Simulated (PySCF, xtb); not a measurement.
B(H)(OMe)(SMe) (C2H7BOS), SMILES COBSC.

GFN2-xTB in xtb at its own geometry gives an orbital gap of 4.66 eV and a dipole moment of 3.68 D.

Geometry: B3LYP-D3(BJ)/def2-SVP. This is a generated structure with no PubChem entry under its InChIKey; it may be hypothetical. One conformer was computed; it need not be the lowest.

What does M06-2X/def2-TZVP run with PySCF give? (An estimate is asked for; the answer gives what the named calculation found.)

gap 9.07 eV (levels -8.15 and 0.91 eV), dipole 2.17 D.
